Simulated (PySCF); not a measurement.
Telling isomers of C7H10NP apart by NMR

[PySCF 2.14.0 with density-fitted response routines: NMR shieldings at PBE0/pcSseg-1/GIAO; geometry: GFN2-xTB; one conformer; averaged over atoms made equivalent by symmetry, fast rotation or ring inversion; gas phase; relativity neglected]

Referencing at the same level of theory: ¹H and ¹³C against TMS. Splittings of carbon signals by F and P are missing where no couplings were computed. Where no couplings were computed, multiplicities follow the n + 1 count of equivalent neighbours, and m marks all less simple cases (inequivalent or close neighbours, rings, F or P nearby). Shifts are as computed. Against solution values, carbons near 30 ppm lie about +3 ppm off and those near 130 ppm about +5 ppm. Of 1211 compounds with measured shifts, 218 miss one by over three times the rms of a fit or turn the order of signals round; such compounds aren't used in these exercises. OH and NH positions are gas-phase values without hydrogen bonding to other molecules.

(1) Tabulate the signals of `CC(C)c1ncccp1`, `C#C[P@]1(=N)C[C@H](C=C)C1`, `CN(C)c1ccpcc1`, `C=CP1(=N)C=CCC=C1`, `CC(C)c1cnccp1` and their relative energies.

(2) What is the quickest way to tell CC(C)c1ncccp1 from C=CP1(=N)C=CCC=C1?

(3) What is the quickest way to tell CN(C)c1ccpcc1 from C=CP1(=N)C=CCC=C1?

(4) What is the quickest way to tell CC(C)c1ncccp1 from CC(C)c1cnccp1?

Answers

(1) 
```json
{"SMILES": "CC(C)c1ncccp1", "carbon types": "1×C 4×CH 2×CH3", "δC": "216.4, 178.2, 151.9, 126.9, 46.5, 26.4", "δH": "9.63 (m, 1H), 9.09 (m, 1H), 7.57 (m, 1H), 3.50 (m, 1H), 1.47 (d, 6H)", "E rel. (kcal/mol)": "0.0"}
{"SMILES": "C#C[P@]1(=N)C[C@H](C=C)C1", "carbon types": "1×C 3×CH 3×CH2", "δC": "153.2, 118.4, 94.3, 87.2, 55.8, 31.1", "δH": "6.84 (m, 1H), 5.22 (m, 1H), 5.18 (m, 1H), 2.92 (m, 2H), 2.67 (m, 2H), 2.55 (m, 1H), 2.22 (m, 1H), 1.82 (br s, 1H)", "E rel. (kcal/mol)": "81.4"}
{"SMILES": "CN(C)c1ccpcc1", "carbon types": "1×C 4×CH 2×CH3", "δC": "165.5, 152.0, 121.8, 41.8", "δH": "9.03 (m, 2H), 7.29 (m, 2H), 3.18 (s, 6H)", "E rel. (kcal/mol)": "6.3"}
{"SMILES": "C=CP1(=N)C=CCC=C1", "carbon types": "5×CH 2×CH2", "δC": "151.2, 145.6, 141.0, 138.3, 34.4", "δH": "6.85 (m, 1H), 6.75 (m, 2H), 6.53 (m, 1H), 6.24 (m, 2H), 5.80 (m, 1H), 2.99 (m, 1H), 2.94 (m, 1H), 1.00 (br s, 1H)", "E rel. (kcal/mol)": "45.2"}
{"SMILES": "CC(C)c1cnccp1", "carbon types": "1×C 4×CH 2×CH3", "δC": "184.2, 157.7, 155.1, 155.0, 41.7, 27.7", "δH": "9.44 (m, 1H), 9.30 (m, 1H), 8.81 (m, 1H), 3.24 (m, 1H), 1.45 (d, 6H)", "E rel. (kcal/mol)": "1.6"}
```

Energies are electronic energies at PBE0/pcSseg-1 on these geometries, without zero-point or thermal terms, each for the one conformer computed, which needn't be the lowest.

(2) Count the carbon signals: 6 against 5. The first has a substituted aromatic carbon next to a ring nitrogen (C) at 216.4 ppm, the second a terminal =CH2 carbon at 141.0 ppm. Their most deshielded carbons lie at 216.4 and 151.2 ppm. In the proton spectra the most deshielded non-exchanging signals are 9.63 (m, 1H) and 6.85 (m, 1H).

(3) Count the carbon signals: 4 against 5. The first has an aromatic carbon bearing nitrogen (C) at 152.0 ppm, the second a terminal =CH2 carbon at 141.0 ppm. Their most deshielded carbons lie at 165.5 and 151.2 ppm. In the proton spectra the most deshielded non-exchanging signals are 9.03 (m, 2H) and 6.85 (m, 1H).

(4) Both give the same number of carbon signals, with the same numbers of each carbon type, so the positions decide. The first has a substituted aromatic carbon next to a ring nitrogen (C) at 216.4 ppm, the second a substituted aromatic carbon (C) at 184.2 ppm.
